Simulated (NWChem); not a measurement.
System: SiHOBr, singlet; SMILES O[Si]Br

```xyz
4

Si     0.6097     1.1670     0.0000
Br     0.0214    -1.0357     0.0000
O     -0.9319     1.8523     0.0000
H     -0.9035     2.8296     0.0000
```
Atoms are numbered in this order, from 1.

Results from NWChem. Low-valent species are run as closed-shell singlets; no triplet was tried in these runs. The geometry was optimised at PBE-D3(BJ)/def2-SVP. Level: PBE/def2-SVP with SMD (1 M gas to 1 M solution), gas-phase geometry. Reactions with the solvent are ignored.

**Question.** Among these, which solvent gives the highest value of “solvation free energy (kcal/mol)”?
(A) N,N-dimethylformamide
(B) n-hexane
(C) water
(D) anisole

**Answer.** B, n-hexane. Values: N,N-dimethylformamide -5.8; water -5.7; anisole -5.2; n-hexane -4.3
